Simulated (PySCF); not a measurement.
I₂Sb, charge +2, doublet, geometry from GFN2-xTB of the parent state (a state made from the parent by changing its charge; the spin is typed, not shown lowest) (all electrons, no relativity); SVWN5/STO-3G run with PySCF.

The PySCF input:
```python
from pyscf import gto, scf, dft

mol = gto.M(
    atom='''
Sb    1.05305002    0.53019418    0.29488379
I    -0.87992306    1.25449383   -1.52311924
I    -0.13338922   -1.76468068    1.23936314
''',
    basis='sto-3g',
    charge=2,
    spin=1,
    verbose=4,
)

mf = dft.UKS(mol)
mf.xc = 'lda,vwn'
mf.kernel()
```

The log (banner, timings and long lists left out):

```
PySCF version 2.14.0

[INPUT] verbose = 4
[INPUT] num. atoms = 3
[INPUT] num. electrons = 155
[INPUT] charge = 2
[INPUT] spin (= nelec alpha-beta = 2S) = 1
[INPUT] symmetry False subgroup None
[INPUT] Mole.unit = angstrom
[INPUT] Symbol           X                Y                Z      unit          X                Y                Z       unit  Magmom
[INPUT]  1 Sb     1.053050020000   0.530194180000   0.294883790000 AA    1.989976133268   1.001921793038   0.557249601674 Bohr   0.0
[INPUT]  2 I     -0.879923060000   1.254493830000  -1.523119240000 AA   -1.662813594089   2.370649763657  -2.878278218656 Bohr   0.0
[INPUT]  3 I     -0.133389220000  -1.764680680000   1.239363140000 AA   -0.252069093769  -3.334763182511   2.342056903481 Bohr   0.0

nuclear repulsion = 1397.3545802494
number of shells = 33
number of NR pGTOs = 243
number of NR cGTOs = 81
basis = sto-3g
ecp = {}

******** <class 'pyscf.dft.uks.UKS'> ********
method = UKS
initial guess = minao
damping factor = 0
level_shift factor = 0
DIIS = <class 'pyscf.scf.diis.CDIIS'>
diis_start_cycle = 1
diis_space = 8
diis_damp = 0
SCF conv_tol = 1e-09
SCF conv_tol_grad = None
SCF max_cycles = 50
direct_scf = True
direct_scf_tol = 1e-13
number electrons alpha = 78  beta = 77
XC library pyscf.dft.libxc version 7.1.2
    S. Lehtola, C. Steigemann, M. J. T. Oliveira, and M. A. L. Marques,  SoftwareX 7, 1–5 (2018)
XC functionals = lda,vwn
    P. A. M. Dirac,  Math. Proc. Cambridge Philos. Soc. 26, 376 (1930)
    F. Bloch,  Z. Phys. 57, 545 (1929)
    S. H. Vosko, L. Wilk, and M. Nusair,  Can. J. Phys. 58, 1200 (1980)
radial grids:
    Treutler-Ahlrichs [JCP 102, 346 (1995); DOI:10.1063/1.469408] (M4) radial grids

becke partition: Becke, JCP 88, 2547 (1988); DOI:10.1063/1.454033
pruning grids: <function nwchem_prune>
grids dens level: 3
symmetrized grids: False
atomic radii adjust function: <function treutler_atomic_radii_adjust>
small_rho_cutoff = 0
Set gradient conv threshold to 3.16228e-05
tot grids = 65880
init E= -19880.1745793192

cycle= 1 E= -19940.3246570664  delta_E= -60.2  |g|= 0.243  |ddm|= 2.11
cycle= 2 E= -19939.6766918366  delta_E= 0.648  |g|= 0.647  |ddm|= 2.74
cycle= 3 E= -19940.3765553444  delta_E= -0.7  |g|= 0.0892  |ddm|= 2.64
cycle= 4 E= -19940.3147870245  delta_E= 0.0618  |g|= 0.191  |ddm|= 1.43
cycle= 5 E= -19940.3737036129  delta_E= -0.0589  |g|= 0.0806  |ddm|= 1.68
cycle= 6 E= -19940.3605120814  delta_E= 0.0132  |g|= 0.11  |ddm|= 1.52
cycle= 7 E= -19940.3607548523  delta_E= -0.000243  |g|= 0.108  |ddm|= 1.74
cycle= 8 E= -19940.3528400545  delta_E= 0.00791  |g|= 0.126  |ddm|= 0.226
cycle= 9 E= -19940.3463444097  delta_E= 0.0065  |g|= 0.141  |ddm|= 0.0774
cycle= 10 E= -19940.3297422908  delta_E= 0.0166  |g|= 0.172  |ddm|= 0.135
cycle= 11 E= -19940.3462772297  delta_E= -0.0165  |g|= 0.141  |ddm|= 0.117
cycle= 12 E= -19940.3454585007  delta_E= 0.000819  |g|= 0.143  |ddm|= 0.0107
cycle= 13 E= -19940.3530004253  delta_E= -0.00754  |g|= 0.127  |ddm|= 0.0924
cycle= 14 E= -19940.3648402843  delta_E= -0.0118  |g|= 0.0999  |ddm|= 0.438
cycle= 15 E= -19940.3074420551  delta_E= 0.0574  |g|=  0.2  |ddm|= 1.77
cycle= 16 E= -19940.346765563  delta_E= -0.0393  |g|= 0.138  |ddm|= 0.279
cycle= 17 E= -19940.3479744532  delta_E= -0.00121  |g|= 0.137  |ddm|= 0.0562
cycle= 18 E= -19940.3561914654  delta_E= -0.00822  |g|= 0.12  |ddm|= 0.166
cycle= 19 E= -19940.3430603624  delta_E= 0.0131  |g|= 0.147  |ddm|= 0.252
cycle= 20 E= -19940.3562067869  delta_E= -0.0131  |g|= 0.12  |ddm|= 0.143
cycle= 21 E= -19940.3443908599  delta_E= 0.0118  |g|= 0.147  |ddm|=  1.8
cycle= 22 E= -19940.3484676195  delta_E= -0.00408  |g|= 0.139  |ddm|= 0.108
cycle= 23 E= -19940.3401218486  delta_E= 0.00835  |g|= 0.155  |ddm|= 0.149
cycle= 24 E= -19940.3467887502  delta_E= -0.00667  |g|= 0.141  |ddm|= 0.0587
cycle= 25 E= -19940.3200085675  delta_E= 0.0268  |g|= 0.186  |ddm|= 0.185
cycle= 26 E= -19940.3301198283  delta_E= -0.0101  |g|= 0.169  |ddm|= 0.0685
cycle= 27 E= -19940.345728398  delta_E= -0.0156  |g|= 0.139  |ddm|= 1.81
cycle= 28 E= -19940.3334713772  delta_E= 0.0123  |g|= 0.163  |ddm|= 0.24
cycle= 29 E= -19940.3384007141  delta_E= -0.00493  |g|= 0.155  |ddm|= 0.0476
cycle= 30 E= -19940.349789022  delta_E= -0.0114  |g|= 0.132  |ddm|=  1.8
cycle= 31 E= -19940.3544425056  delta_E= -0.00465  |g|= 0.123  |ddm|= 0.0984
cycle= 32 E= -19940.3433401197  delta_E= 0.0111  |g|= 0.144  |ddm|= 0.186
cycle= 33 E= -19940.3059181332  delta_E= 0.0374  |g|= 0.21  |ddm|= 0.266
cycle= 34 E= -19940.3070085598  delta_E= -0.00109  |g|= 0.208  |ddm|= 0.0148
cycle= 35 E= -19940.2946614027  delta_E= 0.0123  |g|= 0.224  |ddm|= 0.0777
cycle= 36 E= -19940.3536682765  delta_E= -0.059  |g|= 0.125  |ddm|= 1.83
cycle= 37 E= -19940.3440273091  delta_E= 0.00964  |g|= 0.15  |ddm|= 1.81
cycle= 38 E= -19940.3452925623  delta_E= -0.00127  |g|= 0.14  |ddm|= 1.82
cycle= 39 E= -19940.3381183868  delta_E= 0.00717  |g|= 0.152  |ddm|= 0.0955
cycle= 40 E= -19940.3342681224  delta_E= 0.00385  |g|= 0.162  |ddm|= 0.0851
cycle= 41 E= -19940.3654060938  delta_E= -0.0311  |g|= 0.102  |ddm|= 1.69
cycle= 42 E= -19940.340023321  delta_E= 0.0254  |g|= 0.153  |ddm|= 1.71
cycle= 43 E= -19940.348669482  delta_E= -0.00865  |g|= 0.135  |ddm|= 0.0815
cycle= 44 E= -19940.3455742236  delta_E= 0.0031  |g|= 0.142  |ddm|=  1.8
cycle= 45 E= -19940.3494744209  delta_E= -0.0039  |g|= 0.133  |ddm|= 0.0513
cycle= 46 E= -19940.3536960799  delta_E= -0.00422  |g|= 0.125  |ddm|= 0.071
cycle= 47 E= -19940.3181419548  delta_E= 0.0356  |g|= 0.187  |ddm|= 1.82
cycle= 48 E= -19940.3372637606  delta_E= -0.0191  |g|= 0.158  |ddm|= 0.139
cycle= 49 E= -19940.3395017445  delta_E= -0.00224  |g|= 0.151  |ddm|= 0.13
cycle= 50 E= -19940.3373348874  delta_E= 0.00217  |g|= 0.155  |ddm|= 0.0252
SCF not converged.
SCF energy = -19940.3373348874 after 50 cycles  <S^2> = 0.75307543  2S+1 = 2.0030731
```

Convergence was not reached.
